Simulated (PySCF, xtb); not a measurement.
Si(F)2(Br)(NH2) (BrF2H2NSi), SMILES N[Si](F)(F)Br.

GFN2-xTB in xtb at its own geometry gives an orbital gap of 7.23 eV and a dipole moment of 4.81 D.

The structure is a stationary point at PBE0-D3(BJ)/def2-SVP. This is a generated structure with no PubChem entry under its InChIKey; it may be hypothetical. One conformer was computed; it need not be the lowest.

What does PBE/def2-TZVP in PySCF give? (An estimate is asked for; the answer gives what the named calculation found.)

gap 6.14 eV (levels -6.91 and -0.77 eV), dipole 2.82 D.
